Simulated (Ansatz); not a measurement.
A run on C3H11BOS with other settings.

```yaml
crystal:
  periodic: [false, false, false]
  atoms:
    - {symbol: C, position_ang: [-0.761737, -1.558841, -1.171287]}
    - {symbol: O, position_ang: [-0.787706, -0.224915, -0.744936]}
    - {symbol: B, position_ang: [-0.376100, 0.118284, 0.534873]}
    - {symbol: C, position_ang: [0.265669, -0.946188, 1.475695]}
    - {symbol: C, position_ang: [-0.575705, 1.639905, 0.913018]}
    - {symbol: S, position_ang: [2.164014, 1.110689, -1.976327]}
    - {symbol: H, position_ang: [-1.347568, -2.192282, -0.606359]}
    - {symbol: H, position_ang: [-1.243715, -1.528243, -2.215226]}
    - {symbol: H, position_ang: [0.225002, -1.844811, -1.380247]}
    - {symbol: H, position_ang: [0.447038, -0.547128, 2.448093]}
    - {symbol: H, position_ang: [1.212886, -1.348805, 1.024194]}
    - {symbol: H, position_ang: [-0.385206, -1.847734, 1.585555]}
    - {symbol: H, position_ang: [-1.195450, 1.753346, 1.748644]}
    - {symbol: H, position_ang: [0.437103, 2.026553, 1.266703]}
    - {symbol: H, position_ang: [-0.972657, 2.320705, 0.121761]}
    - {symbol: H, position_ang: [2.229040, 2.087870, -1.130698]}
    - {symbol: H, position_ang: [0.894625, 0.935689, -1.866367]}
basis:
  gaussian: {orbitals: "6-31G*", fitting: {mean_field: cc-pVTZ-jkfit}}
hamiltonian: {xc: {name: revPBE0}}
scf: {lower_state_search: off}
output: {forces: true}
```

```sh
$ ansatz run in.yaml --threads 4 --pin off --events-out ev --progress --plain --max-ram 11315MiB
```

Output, abridged:

```
Functional definition: revPBE0
846 factors; integrals over basis functions are off by at most 1.5e-1 eV
mean field evaluation 1: about -16837.8158 eV, gradient 5.8e1 eV
mean field evaluation 2: about -16836.8264 eV, gradient 6.2e1 eV
mean field evaluation 4: about -16845.1933 eV, gradient 1.7e0 eV
mean field evaluation 8: about -16845.1998 eV, gradient 7.4e-2 eV
mean field evaluation 16: about -16845.1998 eV, gradient 3.4e-6 eV
mean field -16845.19983838 eV, -619.0496759738 hartree, gradient 8.8e-7 eV, S^2 0.000000; 0 other end points of the search recorded, 0 dependent functions left out
reference -16845.19986664 eV, -619.0496770124 hartree; 29, 29 occupied and 87, 87 virtual orbitals, 846 factors
Total energy: -16845.19986664 eV, -619.0496770124 hartree
Atom 0 at    -0.761737    -1.558841    -1.171287 Å, force    -1.001549     2.239858    -4.032489 eV/Å
Atom 1 at    -0.787706    -0.224915    -0.744936 Å, force    -0.107803     0.679277     1.171912 eV/Å
Atom 2 at    -0.376100     0.118284     0.534873 Å, force    -0.587379     0.281772    -1.220904 eV/Å
Atom 3 at     0.265669    -0.946188     1.475695 Å, force     0.041415    -1.374697    -0.757036 eV/Å
Atom 4 at    -0.575705     1.639905     0.913018 Å, force     2.111071     0.609349    -1.252244 eV/Å
Atom 5 at     2.164014     1.110689    -1.976327 Å, force     1.985460    -0.973262    -1.357198 eV/Å
Atom 6 at    -1.347568    -2.192282    -0.606359 Å, force    -0.972420    -1.666864     1.689682 eV/Å
Atom 7 at    -1.243715    -1.528243    -2.215226 Å, force     0.419499    -0.217453     1.278509 eV/Å
Atom 8 at     0.225002    -1.844811    -1.380247 Å, force     1.688114    -1.036009     0.256087 eV/Å
Atom 9 at     0.447038    -0.547128     2.448093 Å, force     0.416818     0.189855     0.946147 eV/Å
Atom 10 at     1.212886    -1.348805     1.024194 Å, force    -0.533066     0.421804     0.442746 eV/Å
Atom 11 at    -0.385206    -1.847734     1.585555 Å, force     0.275944     0.493988     0.015420 eV/Å
Atom 12 at    -1.195450     1.753346     1.748644 Å, force    -1.208430     0.111849     1.645710 eV/Å
Atom 13 at     0.437103     2.026553     1.266703 Å, force    -1.023857    -0.184102    -0.432519 eV/Å
Atom 14 at    -0.972657     2.320705     0.121761 Å, force     0.376851    -0.595461     0.338596 eV/Å
Atom 15 at     2.229040     2.087870    -1.130698 Å, force    -0.054581     1.170464     1.025544 eV/Å
Atom 16 at     0.894625     0.935689    -1.866367 Å, force    -1.826087    -0.150367     0.242036 eV/Å
Dipole moment:    -0.215503    -0.189102     0.271849 e Å
Checks for a lower state left out: stability, starts, cluster_reference, orbital_swaps, neighbouring_geometries, increment
```

Run time 1.1 s (4 threads of an Arm Neoverse V2 on a shared host); peak host memory 0.82 GiB.
